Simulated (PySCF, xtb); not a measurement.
Si(F)3(SeH) (F₃HSeSi), SMILES F[Si](F)(F)[SeH].

Coordinates come from a B3LYP-D3(BJ)/def2-SVP optimisation. This is a generated structure with no PubChem entry under its InChIKey; it may be hypothetical. Other conformers were not sampled.

Calculation: IEF-PCM-PBE0/def2-SVP run with PySCF.

The values are the electrostatic part of the solvation free energy, E(continuum) − E(gas) at the gas-phase geometry, in a cavity of scaled van der Waals radii (PySCF's table); cavitation and dispersion terms are not included. In vacuum the orbital gap is 7.57 eV. The dipole moment in vacuum is 1.77 D.

Computed values in water (ε = 78.36), tetrahydrofuran (ε = 7.43), dimethylsulfoxide (ε = 46.83):
| solvent | ε | ΔG(elec) (kcal/mol) | dipole (D) | gap (eV) |
|---|---|---|---|---|
| water | 78.36 | -3.5 | 2.22 | 7.77 |
| tetrahydrofuran | 7.43 | -2.8 | 2.14 | 7.74 |
| dimethylsulfoxide | 46.83 | -3.5 | 2.21 | 7.77 |

For comparison, GFN2-xTB/ALPB(water) (xtb, at the GFN2-xTB geometry, all terms of that model) gives 0.2 kcal/mol.
